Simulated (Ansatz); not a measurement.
Molecular dynamics of CH8GaP

The input (input.yaml):

```yaml
crystal:
  periodic: [false, false, false]
  atoms:
    - { symbol: Ga, position_ang: [0.032303, -0.188441, 0.018459] }
    - { symbol: H, position_ang: [-0.233742, 0.048822, 1.728367] }
    - { symbol: H, position_ang: [1.505718, 0.235558, -0.243162] }
    - { symbol: C, position_ang: [-1.698557, -0.065533, -0.926252] }
    - { symbol: H, position_ang: [-2.496779, -0.484917, -0.314392] }
    - { symbol: H, position_ang: [-1.942983, 0.974064, -1.146878] }
    - { symbol: H, position_ang: [-1.657557, -0.615461, -1.866851] }
    - { symbol: P, position_ang: [0.212053, -2.719574, 1.052566] }
    - { symbol: H, position_ang: [-0.596981, -3.022716, -0.076352] }
    - { symbol: H, position_ang: [1.447061, -2.758327, 0.353021] }
    - { symbol: H, position_ang: [-0.082935, -1.012673, 1.594172] }
basis:
  gaussian: { orbitals: def2-mTZVP }
hamiltonian:
  xc: b3lyp
md:
  timestep: 0.5
  n_steps: 200
  ensemble: nve
  temperature: 300.0
  initial_velocities: maxwell_boltzmann
  seed: 8746
```

Command:

```bash
$ ansatz run input.yaml --threads 2 --pin off --max-ram 3072MiB --backend cpu --events-out ev --progress --plain --runs-dir out
```

It starts at the highest image of a converged band, a first-order saddle point between two minima.

Output, in part (one step line in 4, the closing report, with atoms numbered from 0):

```
md step     0: t =     0.00 fs  T =   300.0 K  F+E_penalty+E_count = -62834.59830543 eV  E_kin = 0.349002 eV  conserved = -62834.24930344 eV  (25 SCF iters)
md step     4: t =     2.00 fs  T =   220.2 K  F+E_penalty+E_count = -62834.50425826 eV  E_kin = 0.256191 eV  conserved = -62834.24806752 eV  (27 SCF iters)
md step     8: t =     4.00 fs  T =   161.1 K  F+E_penalty+E_count = -62834.43563271 eV  E_kin = 0.187412 eV  conserved = -62834.24822092 eV  (27 SCF iters)
md step    12: t =     6.00 fs  T =   135.0 K  F+E_penalty+E_count = -62834.40531877 eV  E_kin = 0.157051 eV  conserved = -62834.24826760 eV  (27 SCF iters)
md step    16: t =     8.00 fs  T =   128.3 K  F+E_penalty+E_count = -62834.39692800 eV  E_kin = 0.149244 eV  conserved = -62834.24768386 eV  (23 SCF iters)
md step    20: t =    10.00 fs  T =   229.1 K  F+E_penalty+E_count = -62834.51484900 eV  E_kin = 0.266550 eV  conserved = -62834.24829851 eV  (25 SCF iters)
md step    24: t =    12.00 fs  T =   345.0 K  F+E_penalty+E_count = -62834.64996331 eV  E_kin = 0.401379 eV  conserved = -62834.24858415 eV  (26 SCF iters)
md step    28: t =    14.00 fs  T =   426.5 K  F+E_penalty+E_count = -62834.74548407 eV  E_kin = 0.496182 eV  conserved = -62834.24930215 eV  (25 SCF iters)
md step    32: t =    16.00 fs  T =   421.6 K  F+E_penalty+E_count = -62834.73855636 eV  E_kin = 0.490464 eV  conserved = -62834.24809197 eV  (26 SCF iters)
md step    36: t =    18.00 fs  T =   524.8 K  F+E_penalty+E_count = -62834.85924555 eV  E_kin = 0.610560 eV  conserved = -62834.24868523 eV  (25 SCF iters)
md step    40: t =    20.00 fs  T =   664.1 K  F+E_penalty+E_count = -62835.02211502 eV  E_kin = 0.772585 eV  conserved = -62834.24952974 eV  (26 SCF iters)
md step    44: t =    22.00 fs  T =   655.2 K  F+E_penalty+E_count = -62835.01093419 eV  E_kin = 0.762251 eV  conserved = -62834.24868365 eV  (26 SCF iters)
md step    48: t =    24.00 fs  T =   655.4 K  F+E_penalty+E_count = -62835.01029016 eV  E_kin = 0.762414 eV  conserved = -62834.24787624 eV  (25 SCF iters)
md step    52: t =    26.00 fs  T =   782.6 K  F+E_penalty+E_count = -62835.15962415 eV  E_kin = 0.910385 eV  conserved = -62834.24923879 eV  (25 SCF iters)
md step    56: t =    28.00 fs  T =   827.0 K  F+E_penalty+E_count = -62835.21091486 eV  E_kin = 0.962041 eV  conserved = -62834.24887435 eV  (25 SCF iters)
md step    60: t =    30.00 fs  T =   834.9 K  F+E_penalty+E_count = -62835.21876932 eV  E_kin = 0.971240 eV  conserved = -62834.24752942 eV  (26 SCF iters)
md step    64: t =    32.00 fs  T =   988.4 K  F+E_penalty+E_count = -62835.39927881 eV  E_kin = 1.149894 eV  conserved = -62834.24938470 eV  (26 SCF iters)
md step    68: t =    34.00 fs  T =  1008.0 K  F+E_penalty+E_count = -62835.42202001 eV  E_kin = 1.172659 eV  conserved = -62834.24936074 eV  (26 SCF iters)
md step    72: t =    36.00 fs  T =   887.8 K  F+E_penalty+E_count = -62835.28091701 eV  E_kin = 1.032841 eV  conserved = -62834.24807602 eV  (26 SCF iters)
md step    76: t =    38.00 fs  T =   853.3 K  F+E_penalty+E_count = -62835.24087810 eV  E_kin = 0.992710 eV  conserved = -62834.24816845 eV  (26 SCF iters)
md step    80: t =    40.00 fs  T =   909.2 K  F+E_penalty+E_count = -62835.30616072 eV  E_kin = 1.057736 eV  conserved = -62834.24842489 eV  (26 SCF iters)
md step    84: t =    42.00 fs  T =   979.1 K  F+E_penalty+E_count = -62835.38825704 eV  E_kin = 1.139058 eV  conserved = -62834.24919948 eV  (26 SCF iters)
md step    88: t =    44.00 fs  T =   946.8 K  F+E_penalty+E_count = -62835.34964084 eV  E_kin = 1.101445 eV  conserved = -62834.24819561 eV  (25 SCF iters)
md step    92: t =    46.00 fs  T =   972.7 K  F+E_penalty+E_count = -62835.37965356 eV  E_kin = 1.131545 eV  conserved = -62834.24810890 eV  (26 SCF iters)
md step    96: t =    48.00 fs  T =  1056.9 K  F+E_penalty+E_count = -62835.47932132 eV  E_kin = 1.229581 eV  conserved = -62834.24974030 eV  (25 SCF iters)
md step   100: t =    50.00 fs  T =   958.3 K  F+E_penalty+E_count = -62835.36335100 eV  E_kin = 1.114833 eV  conserved = -62834.24851831 eV  (26 SCF iters)
md step   104: t =    52.00 fs  T =   863.2 K  F+E_penalty+E_count = -62835.25191621 eV  E_kin = 1.004160 eV  conserved = -62834.24775612 eV  (26 SCF iters)
md step   108: t =    54.00 fs  T =   922.0 K  F+E_penalty+E_count = -62835.32132424 eV  E_kin = 1.072639 eV  conserved = -62834.24868503 eV  (26 SCF iters)
md step   112: t =    56.00 fs  T =   984.2 K  F+E_penalty+E_count = -62835.39383160 eV  E_kin = 1.144901 eV  conserved = -62834.24893050 eV  (29 SCF iters)
md step   116: t =    58.00 fs  T =   994.8 K  F+E_penalty+E_count = -62835.40569931 eV  E_kin = 1.157256 eV  conserved = -62834.24844352 eV  (29 SCF iters)
md step   120: t =    60.00 fs  T =  1035.9 K  F+E_penalty+E_count = -62835.45355031 eV  E_kin = 1.205086 eV  conserved = -62834.24846407 eV  (29 SCF iters)
md step   124: t =    62.00 fs  T =  1088.7 K  F+E_penalty+E_count = -62835.51546415 eV  E_kin = 1.266536 eV  conserved = -62834.24892801 eV  (29 SCF iters)
md step   128: t =    64.00 fs  T =  1082.6 K  F+E_penalty+E_count = -62835.50805408 eV  E_kin = 1.259424 eV  conserved = -62834.24862994 eV  (28 SCF iters)
md step   132: t =    66.00 fs  T =  1061.5 K  F+E_penalty+E_count = -62835.48311758 eV  E_kin = 1.234834 eV  conserved = -62834.24828316 eV  (28 SCF iters)
md step   136: t =    68.00 fs  T =  1103.1 K  F+E_penalty+E_count = -62835.53165351 eV  E_kin = 1.283334 eV  conserved = -62834.24831948 eV  (29 SCF iters)
md step   140: t =    70.00 fs  T =  1163.8 K  F+E_penalty+E_count = -62835.60335642 eV  E_kin = 1.353893 eV  conserved = -62834.24946324 eV  (29 SCF iters)
md step   144: t =    72.00 fs  T =  1085.0 K  F+E_penalty+E_count = -62835.51010266 eV  E_kin = 1.262230 eV  conserved = -62834.24787290 eV  (28 SCF iters)
md step   148: t =    74.00 fs  T =  1108.8 K  F+E_penalty+E_count = -62835.53779156 eV  E_kin = 1.289880 eV  conserved = -62834.24791203 eV  (29 SCF iters)
md step   152: t =    76.00 fs  T =  1216.2 K  F+E_penalty+E_count = -62835.66476118 eV  E_kin = 1.414869 eV  conserved = -62834.24989205 eV  (29 SCF iters)
md step   156: t =    78.00 fs  T =  1109.3 K  F+E_penalty+E_count = -62835.53908003 eV  E_kin = 1.290538 eV  conserved = -62834.24854200 eV  (29 SCF iters)
md step   160: t =    80.00 fs  T =   989.8 K  F+E_penalty+E_count = -62835.39939134 eV  E_kin = 1.151449 eV  conserved = -62834.24794279 eV  (29 SCF iters)
md step   164: t =    82.00 fs  T =  1005.4 K  F+E_penalty+E_count = -62835.41777349 eV  E_kin = 1.169635 eV  conserved = -62834.24813898 eV  (29 SCF iters)
md step   168: t =    84.00 fs  T =  1105.5 K  F+E_penalty+E_count = -62835.53497999 eV  E_kin = 1.286080 eV  conserved = -62834.24889983 eV  (29 SCF iters)
md step   172: t =    86.00 fs  T =  1140.7 K  F+E_penalty+E_count = -62835.57616366 eV  E_kin = 1.326973 eV  conserved = -62834.24919021 eV  (29 SCF iters)
md step   176: t =    88.00 fs  T =  1085.1 K  F+E_penalty+E_count = -62835.51019783 eV  E_kin = 1.262394 eV  conserved = -62834.24780408 eV  (28 SCF iters)
md step   180: t =    90.00 fs  T =  1143.6 K  F+E_penalty+E_count = -62835.57929202 eV  E_kin = 1.330426 eV  conserved = -62834.24886612 eV  (29 SCF iters)
md step   184: t =    92.00 fs  T =  1156.2 K  F+E_penalty+E_count = -62835.59455011 eV  E_kin = 1.345040 eV  conserved = -62834.24950977 eV  (29 SCF iters)
md step   188: t =    94.00 fs  T =  1017.2 K  F+E_penalty+E_count = -62835.43130712 eV  E_kin = 1.183379 eV  conserved = -62834.24792763 eV  (29 SCF iters)
md step   192: t =    96.00 fs  T =   984.1 K  F+E_penalty+E_count = -62835.39272792 eV  E_kin = 1.144846 eV  conserved = -62834.24788179 eV  (23 SCF iters)
md step   196: t =    98.00 fs  T =  1071.0 K  F+E_penalty+E_count = -62835.49514197 eV  E_kin = 1.245986 eV  conserved = -62834.24915601 eV  (29 SCF iters)
md step   200: t =   100.00 fs  T =  1068.7 K  F+E_penalty+E_count = -62835.49184324 eV  E_kin = 1.243303 eV  conserved = -62834.24854073 eV  (26 SCF iters)
Total energy: -62835.49218193 eV, -2309.1617462596 hartree
Atom 0 at     0.057947     0.284630    -0.223960 Å, force     0.430183     0.399854     1.604986 eV/Å
Atom 1 at    -0.002367     0.754846     1.387337 Å, force    -0.005630    -0.252200    -0.804370 eV/Å
Atom 2 at     1.606261     0.378367    -0.674397 Å, force    -0.682236    -0.187723    -0.374887 eV/Å
Atom 3 at    -1.800091    -0.054139    -0.851020 Å, force     0.835772     1.468231    -1.156004 eV/Å
Atom 4 at    -2.316284    -0.665345    -0.169552 Å, force    -0.618073    -0.824257     0.985386 eV/Å
Atom 5 at    -2.259392     0.959752    -0.811317 Å, force     0.115942    -0.559946    -0.052491 eV/Å
Atom 6 at    -1.911091    -0.441264    -1.856130 Å, force    -0.055230    -0.066302    -0.188763 eV/Å
Atom 7 at     0.252874    -3.634428     1.471141 Å, force     0.098711     0.307188    -0.008658 eV/Å
Atom 8 at    -1.112366    -3.394122     1.182480 Å, force    -0.181752     0.127678     0.058645 eV/Å
Atom 9 at     0.010762    -3.992659     2.806634 Å, force    -0.072403     0.346371     0.547897 eV/Å
Atom 10 at     0.107977    -4.981589     1.172501 Å, force     0.134717    -0.758894    -0.611743 eV/Å
Dipole moment:    -0.260125    -0.238183    -0.171880 e Å
```

All steps were run. The conserved energy stayed within 0.19 meV per atom of its start (net change 0.069 meV per atom), so the integration is sound. The kinetic energy rose, since the run started high on the potential surface and went downhill. It ends in pieces (CH5Ga + H3P), so much of that is their flight and rotation, not heat. A run of 0.1 ps of so small a system gives no equilibrium averages. The orbitals stay closed-shell, which can raise the energy where a bond breaks towards radicals; this wasn't checked here.

Between its relaxed ends the band would form Ga1–P8, H2–H11 and break Ga1–H2, P8–H11. These pairs go: Ga1–P8 2.74 → 4.27 Å, H2–H11 1.08 → 5.74 Å, Ga1–H2 1.75 → 1.68 Å, P8–H11 1.81 → 1.39 Å. In the last frame they stand as before the step (other bonds may differ from the relaxed reactants and products). Also parted: Ga1–H11 1.78 → 5.45 Å. It ends as CH5Ga + H3P. Pairs count as bonded within 1.25 times the sum of covalent radii (0.12 Å more for H–H).

Last frame:

```xyz
11
Properties=species:S:1:pos:R:3
Ga 0.058 0.285 -0.224
H -0.002 0.755 1.387
H 1.606 0.378 -0.674
C -1.800 -0.054 -0.851
H -2.316 -0.665 -0.170
H -2.259 0.960 -0.811
H -1.911 -0.441 -1.856
P 0.253 -3.634 1.471
H -1.112 -3.394 1.183
H 0.011 -3.993 2.807
H 0.108 -4.982 1.173
```

Time of the run: 7.4 min on 2 threads of Intel(R) Xeon(R) Platinum 8488C (Sapphire Rapids) (shared host), peak memory 0.24 GiB.
